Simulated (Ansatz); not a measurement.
Ansatz results at the PBE0-D4/def2-TZVP geometry: size of the dipole moment (B3LYP/def2-TZVPP) 0.93 D; HOMO–LUMO gap (ωB97M-V/def2-TZVPP) 12.42 eV; ideal-gas entropy at 298 K and 1 bar (rigid rotor, harmonic PBE0-D4/def2-TZVP) 358 J/(mol·K).

Each molecule was computed in one conformer, which needn't be the lowest.

(1) Which molecule gave them?
A. `N=[C]1O[SiH2][SnH2]1`
B. `CC(Cl)[SiH2]Cl`
C. `C[Si](C)(Cl)Cl`
D. `C/C=C(\C)Cl`

Results:

(1) B. The others give `N=[C]1O[SiH2][SnH2]1`: 3.58, 9.50, 352; `C/C=C(\C)Cl`: 1.97, 11.47, 329; `C[Si](C)(Cl)Cl`: 2.33, 13.21, 359.

B3LYP here is the variant with VWN-RPA as its local correlation; programs differ in this.
